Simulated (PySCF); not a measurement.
Dipole response of Cr²⁺ (chromium, charge +2)

[Ar] 3d4, high-spin 5D determinant. Computed with PySCF 2.14 in aug-cc-pwCVTZ (10s9p7d4f3g, 127 functions), with the non-relativistic Hamiltonian (point nucleus). Coupled (time-dependent) response in atomic units; α is the mean over directions.

```tsv
method	mean α (bohr³)	α xx, yy, zz	C₆ (like pair)	S(−4)
PBE0	4.185	3.927, 3.927, 4.700	12.53	10.82
```

S(−4) is the Cauchy moment in α(ω) = α(0) + S(−4) ω² + …

α(iu) at PBE0:

| u (hartree) | α(iu) (bohr³) |
| --- | --- |
| 0 | 4.185 |
| 0.0500 | 4.158 |
| 0.100 | 4.082 |
| 0.200 | 3.823 |
| 0.300 | 3.504 |
| 0.500 | 2.912 |
| 0.750 | 2.360 |
| 1.00 | 1.959 |
| 1.50 | 1.416 |
| 2.00 | 1.067 |
| 3.00 | 0.6598 |
| 5.00 | 0.3205 |

A single London oscillator, α(iu) = α/(1 + u²/ω²), gives C₆ = (3/4) ω α². Matching the computed C₆ needs ω = 4 × 12.53 / (3 × 4.185²) = 0.954 hartree.

For an ion, C₆ is the dispersion term alone; charge-induced terms of lower order in 1/R come first.

The components differ because the open shell of this determinant is not spherical; for a pure term their mean is the scalar polarisability.
